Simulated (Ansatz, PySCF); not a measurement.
Spin gap between two states, R1 and P1; the higher of the two is an excited state, each structure at its B3LYP-D3(BJ)/def2-TZVP stationary point, reached from a drawn start (curvature not checked).
R1, C4H4 (SMILES C1=CC=C1) (charge 0, multiplicity 1):
```xyz
8

C      0.665     0.788     0.000
C     -0.665     0.788     0.000
C     -0.665    -0.788     0.000
C      0.665    -0.788     0.000
H      1.429     1.550     0.000
H     -1.429     1.550     0.000
H     -1.429    -1.550     0.000
H      1.429    -1.550     0.000
```
P1, C4H4 (SMILES C1=CC=C1) (charge 0, multiplicity 3, Z-matrix in Å and degrees):
```
C
H 1 1.0781
C 1 1.4376 2 135.00
H 3 1.0781 1 135.00 2 0.00
C 3 1.4376 4 135.00 1 180.00
H 5 1.0781 3 135.00 4 0.00
C 1 1.4376 2 135.00 3 180.00
H 7 1.0781 1 135.00 2 0.00
```

P less R. No zero-point or thermal terms; singlets are restricted closed shells; open shells are unrestricted.

Codes used: Ansatz (a first-principles code) with Gaussian orbitals; PySCF for the D3/D4 terms. No computed number here is a measurement.

One of these levels gives 6.33 kcal/mol for the spin gap. Which?
A) B97M-V/def2-TZVPP
B) CAM-B3LYP-D3(BJ)/def2-TZVPP
C) revPBE-D3(BJ)/def2-TZVPP
D) BLYP-D3(BJ)/def2-TZVPP

B, CAM-B3LYP-D3(BJ)/def2-TZVPP. The others give 7.47 (BLYP-D3(BJ)/def2-TZVPP), 4.98 (revPBE-D3(BJ)/def2-TZVPP), 2.83 (B97M-V/def2-TZVPP)
